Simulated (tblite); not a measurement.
A geometry optimisation, step by step.

Compound: C4H4F3S (doublet state).
SMILES with atom numbers: `[F:1][C:2]([F:3])=[C:4]([F:5])[CH2:6][CH2:7][S:8]` (hydrogens: H9, H10 on C6; H11, H12 on C7)
Bond orders are those of one Lewis drawing.

Computed with GFN2-xTB (tblite), gas phase: L-BFGS steps from a force-field or distance-geometry start until the largest atomic force falls under 0.01 eV/Å. 11 of its 30 geometries are shown.

Step 0: E = -761.0172 eV, largest atomic force 1.542 eV/Å
```
atom  x, y, z in Å  |  force x, y, z in eV/Å
F1      3.082    0.720   -0.395   -0.557  -1.331   0.102
C2      1.980   -0.036   -0.162    0.164   0.238   0.059
F3      2.118   -1.388   -0.146    0.385   1.481  -0.194
C4      0.807    0.551    0.083   -0.043  -0.673   0.205
F5      0.760    1.896    0.102   -0.210  -0.283  -0.058
C6     -0.462   -0.210    0.390    0.316   0.170   0.423
C7     -1.478   -0.050   -0.746    0.038  -0.094   0.270
S8     -2.986   -1.006   -0.330    0.603   0.514  -0.388
H9     -0.227   -1.274    0.567    0.001   0.395  -0.244
H10    -0.867    0.180    1.339   -0.032   0.007  -0.354
H11    -1.698    1.011   -0.887   -0.370  -0.123   0.141
H12    -1.028   -0.395   -1.680   -0.294  -0.303   0.040
```

Step 3: E = -761.1818 eV, largest atomic force 0.481 eV/Å
```
atom  x, y, z in Å  |  force x, y, z in eV/Å
F1      3.075    0.654   -0.396    0.462  -0.029  -0.131
C2      1.974   -0.020   -0.154   -0.273   0.119   0.097
F3      2.149   -1.327   -0.159    0.279  -0.341  -0.087
C4      0.798    0.532    0.099    0.176   0.107   0.083
F5      0.744    1.876    0.098   -0.248   0.164  -0.001
C6     -0.451   -0.204    0.403   -0.185  -0.037  -0.006
C7     -1.468   -0.050   -0.733    0.129   0.104  -0.049
S8     -2.955   -0.978   -0.354   -0.055   0.045  -0.109
H9     -0.225   -1.257    0.554    0.067  -0.091  -0.026
H10    -0.873    0.186    1.328   -0.129   0.107   0.091
H11    -1.721    1.002   -0.877   -0.139  -0.013   0.085
H12    -1.047   -0.414   -1.674   -0.085  -0.133   0.053
```

Step 6: E = -761.2073 eV, largest atomic force 0.182 eV/Å
```
atom  x, y, z in Å  |  force x, y, z in eV/Å
F1      3.102    0.631   -0.405    0.064   0.004  -0.037
C2      1.979   -0.018   -0.150   -0.033   0.071   0.022
F3      2.176   -1.331   -0.169   -0.025   0.013   0.006
C4      0.803    0.540    0.112    0.171  -0.061  -0.007
F5      0.717    1.885    0.098   -0.069  -0.065   0.015
C6     -0.456   -0.203    0.409    0.103   0.048   0.019
C7     -1.461   -0.044   -0.734   -0.075  -0.038   0.026
S8     -2.957   -0.968   -0.369   -0.105  -0.013  -0.041
H9     -0.220   -1.260    0.550   -0.017   0.041   0.027
H10    -0.887    0.195    1.332   -0.034  -0.028  -0.033
H11    -1.738    1.002   -0.868   -0.001   0.027  -0.002
H12    -1.057   -0.430   -1.671    0.019   0.002   0.005
```

Step 9: E = -761.2101 eV, largest atomic force 0.055 eV/Å
```
atom  x, y, z in Å  |  force x, y, z in eV/Å
F1      3.112    0.627   -0.410    0.028   0.010  -0.020
C2      1.986   -0.015   -0.149    0.035   0.012  -0.009
F3      2.178   -1.330   -0.169   -0.015   0.019   0.014
C4      0.811    0.540    0.116   -0.055  -0.001  -0.002
F5      0.706    1.883    0.099    0.013  -0.017   0.009
C6     -0.451   -0.201    0.410   -0.038  -0.028  -0.026
C7     -1.464   -0.045   -0.732    0.017  -0.002   0.015
S8     -2.966   -0.968   -0.376   -0.013   0.022  -0.026
H9     -0.220   -1.257    0.552    0.001  -0.002   0.031
H10    -0.891    0.195    1.330    0.024  -0.002  -0.019
H11    -1.741    1.003   -0.866    0.014  -0.035   0.002
H12    -1.057   -0.432   -1.668   -0.012   0.022   0.031
```

Step 12: E = -761.2107 eV, largest atomic force 0.031 eV/Å
```
atom  x, y, z in Å  |  force x, y, z in eV/Å
F1      3.116    0.628   -0.413   -0.017  -0.001  -0.004
C2      1.989   -0.013   -0.150   -0.016   0.002  -0.003
F3      2.176   -1.328   -0.168    0.012   0.003   0.006
C4      0.810    0.538    0.115    0.011   0.002  -0.018
F5      0.705    1.881    0.100   -0.004   0.015   0.006
C6     -0.452   -0.203    0.409    0.015  -0.011   0.017
C7     -1.465   -0.046   -0.730   -0.006  -0.009  -0.005
S8     -2.970   -0.965   -0.379   -0.010   0.015  -0.016
H9     -0.220   -1.258    0.555    0.001  -0.028   0.014
H10    -0.890    0.194    1.328    0.007   0.012   0.012
H11    -1.740    1.001   -0.866    0.003   0.009   0.009
H12    -1.058   -0.431   -1.666    0.004  -0.009  -0.017
```

Step 14: E = -761.2109 eV, largest atomic force 0.029 eV/Å
```
atom  x, y, z in Å  |  force x, y, z in eV/Å
F1      3.116    0.628   -0.414   -0.019   0.006  -0.003
C2      1.989   -0.012   -0.151   -0.024  -0.002  -0.001
F3      2.177   -1.326   -0.167    0.013  -0.005   0.001
C4      0.809    0.538    0.113    0.011  -0.001   0.000
F5      0.705    1.881    0.102   -0.012  -0.011   0.000
C6     -0.452   -0.205    0.410    0.025   0.011   0.011
C7     -1.465   -0.047   -0.730    0.008  -0.003  -0.002
S8     -2.972   -0.963   -0.383   -0.018   0.003  -0.008
H9     -0.220   -1.260    0.559   -0.004   0.006   0.002
H10    -0.888    0.195    1.328    0.005   0.000   0.006
H11    -1.739    1.000   -0.864    0.009   0.010   0.010
H12    -1.058   -0.431   -1.666    0.006  -0.012  -0.016
```

Step 17: E = -761.2111 eV, largest atomic force 0.023 eV/Å
```
atom  x, y, z in Å  |  force x, y, z in eV/Å
F1      3.114    0.629   -0.416   -0.006   0.012  -0.007
C2      1.988   -0.012   -0.151    0.012  -0.008  -0.004
F3      2.179   -1.326   -0.165    0.003  -0.005  -0.002
C4      0.809    0.538    0.112   -0.011  -0.008   0.015
F5      0.703    1.881    0.102   -0.007  -0.006  -0.007
C6     -0.450   -0.206    0.411   -0.022  -0.001  -0.007
C7     -1.464   -0.048   -0.730    0.003   0.002   0.000
S8     -2.976   -0.960   -0.387    0.008   0.009  -0.004
H9     -0.220   -1.262    0.561    0.003   0.013  -0.002
H10    -0.887    0.196    1.329    0.001  -0.004   0.002
H11    -1.737    1.000   -0.862    0.016  -0.006   0.002
H12    -1.058   -0.432   -1.667    0.000   0.000   0.012
```

Step 20: E = -761.2112 eV, largest atomic force 0.017 eV/Å
```
atom  x, y, z in Å  |  force x, y, z in eV/Å
F1      3.111    0.632   -0.419    0.000   0.003  -0.007
C2      1.988   -0.012   -0.152    0.000   0.005   0.003
F3      2.181   -1.326   -0.165    0.003   0.005  -0.004
C4      0.808    0.536    0.113    0.002  -0.005  -0.001
F5      0.700    1.879    0.102    0.002  -0.001  -0.007
C6     -0.451   -0.207    0.411   -0.001  -0.008   0.010
C7     -1.463   -0.049   -0.730   -0.007   0.004   0.004
S8     -2.978   -0.956   -0.390    0.005   0.004   0.002
H9     -0.220   -1.261    0.563    0.001  -0.017  -0.001
H10    -0.885    0.196    1.329   -0.017  -0.001   0.004
H11    -1.733    1.000   -0.860    0.006   0.011  -0.012
H12    -1.057   -0.433   -1.667    0.007   0.001   0.009
```

Step 23: E = -761.2114 eV, largest atomic force 0.029 eV/Å
```
atom  x, y, z in Å  |  force x, y, z in eV/Å
F1      3.108    0.637   -0.424   -0.003  -0.006  -0.003
C2      1.987   -0.012   -0.153   -0.016   0.007   0.003
F3      2.184   -1.326   -0.165    0.008   0.006  -0.002
C4      0.807    0.533    0.115    0.004   0.008  -0.007
F5      0.697    1.876    0.099    0.001  -0.004  -0.002
C6     -0.453   -0.210    0.414    0.027   0.004   0.010
C7     -1.462   -0.049   -0.729    0.020   0.007   0.005
S8     -2.979   -0.951   -0.395   -0.020  -0.006   0.010
H9     -0.220   -1.264    0.566   -0.017  -0.008   0.002
H10    -0.887    0.196    1.332   -0.011  -0.016  -0.002
H11    -1.726    1.002   -0.861   -0.003   0.010  -0.010
H12    -1.054   -0.434   -1.664    0.010  -0.003  -0.006
```

Step 26: E = -761.2116 eV, largest atomic force 0.015 eV/Å
```
atom  x, y, z in Å  |  force x, y, z in eV/Å
F1      3.104    0.639   -0.428    0.002  -0.001  -0.004
C2      1.986   -0.012   -0.154    0.006  -0.001  -0.004
F3      2.188   -1.325   -0.165    0.001   0.000   0.003
C4      0.806    0.532    0.116   -0.001   0.004   0.005
F5      0.694    1.874    0.097   -0.001   0.009   0.003
C6     -0.453   -0.211    0.417   -0.008   0.001  -0.008
C7     -1.460   -0.048   -0.727    0.000  -0.004  -0.005
S8     -2.982   -0.946   -0.397    0.007   0.012   0.006
H9     -0.222   -1.266    0.568   -0.013   0.005   0.002
H10    -0.890    0.194    1.333    0.004  -0.014   0.002
H11    -1.720    1.004   -0.862    0.000  -0.011   0.000
H12    -1.051   -0.435   -1.662    0.004  -0.001   0.000
```

Step 29: E = -761.2116 eV, largest atomic force 0.008 eV/Å
```
atom  x, y, z in Å  |  force x, y, z in eV/Å
F1      3.103    0.641   -0.431    0.002   0.002  -0.003
C2      1.986   -0.012   -0.154    0.002   0.003  -0.001
F3      2.190   -1.324   -0.165   -0.005   0.002   0.004
C4      0.806    0.532    0.117    0.001  -0.003   0.003
F5      0.693    1.874    0.097   -0.001  -0.002   0.004
C6     -0.453   -0.212    0.418   -0.004  -0.002   0.001
C7     -1.459   -0.048   -0.728   -0.006  -0.002  -0.005
S8     -2.983   -0.943   -0.397    0.004   0.006   0.003
H9     -0.225   -1.267    0.569    0.005  -0.003  -0.005
H10    -0.891    0.191    1.334    0.001   0.003   0.005
H11    -1.718    1.004   -0.863    0.000   0.000  -0.002
H12    -1.049   -0.436   -1.661    0.001  -0.004  -0.003
```

Problem. Summarise the path.

Solution. The energy falls by 0.1944 eV from step 0 to step 29; nine tenths of that is first reached at step 4. It falls at every step. The largest force goes from 1.542 to 0.008 eV/Å. Among the bonds C7–S8 changes most, from 1.833 to 1.798 Å; the atoms move by 0.057 Å rms after alignment.

What follows is the cost of the whole relaxation. On Intel Xeon Platinum 8259CL at 2.50 GHz, one thread (shared host), this took 0.28 s.
